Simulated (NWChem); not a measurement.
System: SiNH₄, doublet; SMILES [NH][SiH3]

The following NWChem deck was run.

```
start job
memory heap 200 mb stack 900 mb global 1100 mb
geometry units angstroms noautosym
  N      1.059137    -0.438517    -0.043733
  Si    -0.489540     0.186675     0.024704
  H      1.888627     0.063399    -0.314760
  H     -0.948523    -0.068077     1.403481
  H     -1.300390    -0.695390    -0.836367
  H     -0.717226     1.592274    -0.333102
end
basis spherical
  * library 6-31g*
end
dft
  odft
  mult 2
  xc hfexch
  iterations 150
end
driver
  maxiter 150
end
task dft optimize
```

Output (shortened):

```
             Northwest Computational Chemistry Package (NWChem) 7.3.0
             --------------------------------------------------------

                             Geometry "geometry" -> ""
                             -------------------------

 Output coordinates in angstroms (scale by  1.889725989 to convert to a.u.)

  No.       Tag          Charge          X              Y              Z
 ---- ---------------- ---------- -------------- -------------- --------------
    1 N                    7.0000     1.07982152    -0.45595848    -0.04209208
    2 Si                  14.0000    -0.46885548     0.16923352     0.02634492
    3 H                    1.0000     1.90931152     0.04595752    -0.31311908
    4 H                    1.0000    -0.92783848    -0.08551848     1.40512192
    5 H                    1.0000    -1.27970548    -0.71283148    -0.83472608
    6 H                    1.0000    -0.69654148     1.57483252    -0.33146108

 Effective nuclear repulsion energy (a.u.)      58.3567465737

                                Z-matrix (autoz)
                                --------

 Units are Angstrom for bonds and degrees for angles

      Type          Name      I     J     K     L     M      Value
      ----------- --------  ----- ----- ----- ----- ----- ----------
    1 Stretch                  1     2                       1.67151
    2 Stretch                  1     3                       1.00669
    3 Stretch                  2     4                       1.47533
    4 Stretch                  2     5                       1.47545
    5 Stretch                  2     6                       1.46819
    6 Bend                     1     2     4               105.18415
    7 Bend                     1     2     5               105.16956
    8 Bend                     1     2     6               119.45821
    9 Bend                     2     1     3               126.01271
   10 Bend                     4     2     5               105.73594
   11 Bend                     4     2     6               110.17109
   12 Bend                     5     2     6               110.17506
   13 Torsion                  3     1     2     4        -124.31120
   14 Torsion                  3     1     2     5         124.29708
   15 Torsion                  3     1     2     6          -0.00341

  xc_inp: hfexch multiplicative factor not found.

                           NWChem Geometry Optimization
                           ----------------------------

 maximum gradient threshold         (gmax) =   0.000450
 rms gradient threshold             (grms) =   0.000300
 maximum cartesian step threshold   (xmax) =   0.001800
 rms cartesian step threshold       (xrms) =   0.001200
 fixed trust radius                (trust) =   0.300000
 source of zmatrix                         =   autoz

          -------------------
          Energy Minimization
          -------------------

 Using diagonal initial Hessian
 Scaling for Hessian diagonals: bonds = 1.00  angles = 0.25  torsions = 0.10

          --------
          Step   0

                                 NWChem DFT Module
                                 -----------------

 Summary of "ao basis" -> "ao basis" (spherical)
 ------------------------------------------------------------------------------
       Tag                 Description            Shells   Functions and Types
 ---------------- ------------------------------  ------  ---------------------
 N                           6-31g*                  6       14   3s2p1d
 Si                          6-31g*                  8       18   4s3p1d
 H                           6-31g*                  2        2   2s

            General Information
            -------------------
          SCF calculation type: DFT
          Wavefunction type:  spin polarized.
          No. of atoms     :     6
          No. of electrons :    25
           Alpha electrons :    13
            Beta electrons :    12
          Charge           :     0
          Spin multiplicity:     2
          Use of symmetry is: off; symmetry adaption is: off
          Maximum number of iterations: 150
          AO basis - number of functions:    40
                     number of shells:    22
          Convergence on energy requested:  1.00D-06
          Convergence on density requested:  1.00D-05
          Convergence on gradient requested:  5.00D-04

              XC Information
              --------------
                     Hartree-Fock (Exact) Exchange  1.000

      Superposition of Atomic Density Guess
      -------------------------------------

[...]

      ----------------------
      Optimization converged
      ----------------------

  Step       Energy      Delta E   Gmax     Grms     Xrms     Xmax
  ---- ---------------- -------- -------- -------- -------- --------
@    7    -345.64835333 -2.7D-08  0.00001  0.00000  0.00016  0.00043
                                     ok       ok       ok       ok

                                Z-matrix (autoz)
                                --------

 Units are Angstrom for bonds and degrees for angles

      Type          Name      I     J     K     L     M      Value     Gradient
      ----------- --------  ----- ----- ----- ----- ----- ---------- ----------
    1 Stretch                  1     2                       1.76443    0.00000
    2 Stretch                  1     3                       1.00791    0.00000
    3 Stretch                  2     4                       1.47262    0.00001
    4 Stretch                  2     5                       1.47263    0.00001
    5 Stretch                  2     6                       1.47925   -0.00000
    6 Bend                     1     2     4               107.49708    0.00000
    7 Bend                     1     2     5               107.49676    0.00000
    8 Bend                     1     2     6               114.07674    0.00000
    9 Bend                     2     1     3               116.97250    0.00000
   10 Bend                     4     2     5               109.92493    0.00000
   11 Bend                     4     2     6               108.89820   -0.00000
   12 Bend                     5     2     6               108.89817   -0.00000
   13 Torsion                  3     1     2     4        -120.85795    0.00000
   14 Torsion                  3     1     2     5         120.84578   -0.00000
   15 Torsion                  3     1     2     6          -0.00595    0.00000

                         Geometry "geometry" -> "geometry"
                         ---------------------------------

 Output coordinates in angstroms (scale by  1.889725989 to convert to a.u.)

  No.       Tag          Charge          X              Y              Z
 ---- ---------------- ---------- -------------- -------------- --------------
    1 N                    7.0000     1.15180174    -0.50844869    -0.03866780
    2 Si                  14.0000    -0.49638007     0.11573320     0.04558199
    3 H                    1.0000     1.86994209     0.13513955    -0.33184647
    4 H                    1.0000    -0.96296783    -0.05190601     1.43223876
    5 H                    1.0000    -1.32380922    -0.69483548    -0.86379550
    6 H                    1.0000    -0.62239459     1.54003255    -0.33344246

 Effective nuclear repulsion energy (a.u.)      56.5806885776

                Final and change from initial internal coordinates
                --------------------------------------------------

                                Z-matrix (autoz)
                                --------

 Units are Angstrom for bonds and degrees for angles

      Type          Name      I     J     K     L     M      Value       Change
      ----------- --------  ----- ----- ----- ----- ----- ---------- ----------
    1 Stretch                  1     2                       1.76443    0.09292
    2 Stretch                  1     3                       1.00791    0.00122
    3 Stretch                  2     4                       1.47262   -0.00270
    4 Stretch                  2     5                       1.47263   -0.00283
    5 Stretch                  2     6                       1.47925    0.01106
    6 Bend                     1     2     4               107.49708    2.31293
    7 Bend                     1     2     5               107.49676    2.32720
    8 Bend                     1     2     6               114.07674   -5.38147
    9 Bend                     2     1     3               116.97250   -9.04021
   10 Bend                     4     2     5               109.92493    4.18899
   11 Bend                     4     2     6               108.89820   -1.27290
   12 Bend                     5     2     6               108.89817   -1.27689
   13 Torsion                  3     1     2     4        -120.85795    3.45326
   14 Torsion                  3     1     2     5         120.84578   -3.45130
   15 Torsion                  3     1     2     6          -0.00595   -0.00254

 ==============================================================================
                                internuclear distances
 ------------------------------------------------------------------------------
       center one      |      center two      | atomic units |  angstroms
 ------------------------------------------------------------------------------
    2 Si               |   1 N                |     3.33428  |     1.76443
    3 H                |   1 N                |     1.90468  |     1.00791
    4 H                |   2 Si               |     2.78286  |     1.47262
    5 H                |   2 Si               |     2.78286  |     1.47263
    6 H                |   2 Si               |     2.79537  |     1.47925
 ------------------------------------------------------------------------------
                         number of included internuclear distances:          5
 ==============================================================================
```

Level: UHF/6-31G* (spherical d). No stability test was run on the SCF state.
